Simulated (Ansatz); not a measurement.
```xyz
2

B     0.0000    0.0000   -0.8498
B     0.0000    0.0000    0.8498
```

Basis set: def2-TZVP (spherical functions). Frozen core: 2 orbitals. Charge 0, multiplicity 3.

Computed with Ansatz (development build ahead of 0.2.0); each method stands on the lowest determinant of its kind that the runs found.

Give the atomization energy at this shape (free ground-state atoms in the same class of orbitals less the molecule, no zero-point energy) of triplet B₂ by UHF-MP2, UHF.

```json
{"method": "UHF-MP2", "atomization energy": "2.42 eV"}
{"method": "UHF", "atomization energy": "2.06 eV"}
```

Caution: the shape is not the minimum; the unrestricted determinant is a mixture of spin states.
